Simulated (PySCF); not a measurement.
# 17O chemical shifts

Fast rotation and ring inversion assumed for equivalent nuclei, no solvent model, one computed conformer, non-relativistic. Geometry from GFN2-xTB; PBE0/pcSseg-1 with gauge-including orbitals; PySCF 2.14.0 with density-fitted response routines.

Shieldings were converted by a linear fit to measured shifts: 17O (scatter 10.7 ppm rms, 12.2 ppm with the 3 outliers that the fit left out vs liquid water, solution or neat liquid). Occasional misses reach two or three times the rms, and more in compound classes unlike the fitted ones.

**Question.** Give the 17O shifts of `COC[SiH2]O/C=C\F`.

**Answer.** 
| compound | environment | δ (ppm) |
| --- | --- | --- |
| [CH3:1][O:2][CH2:3][SiH2:4][O:5]/[CH:6]=[CH:7]\[F:8] | O5: oxygen bonded to C, Si | 26.9 |
| [CH3:1][O:2][CH2:3][SiH2:4][O:5]/[CH:6]=[CH:7]\[F:8] | O2: ether oxygen | -38.1 |

**Question.** Order these by 17O shift, lowest first.
A. COc1cnn([SiH3])n1
B. C=C(C)O[SiH](Cl)Cl
C. O=S(=O)(Cl)c1ccccc1[SiH3]
D. C/C(=C\C(F)F)O[SiH2]CF
E. O[SiH2]/C(=C\C(F)F)CCF

**Answer.** E (-16.4 ppm, oxygen bonded to Si, H), A (33.6 ppm, ether oxygen), D (67.0 ppm, oxygen bonded to C, Si), B (107.1 ppm, oxygen bonded to C, Si), C (220.7 ppm, S=O oxygen).
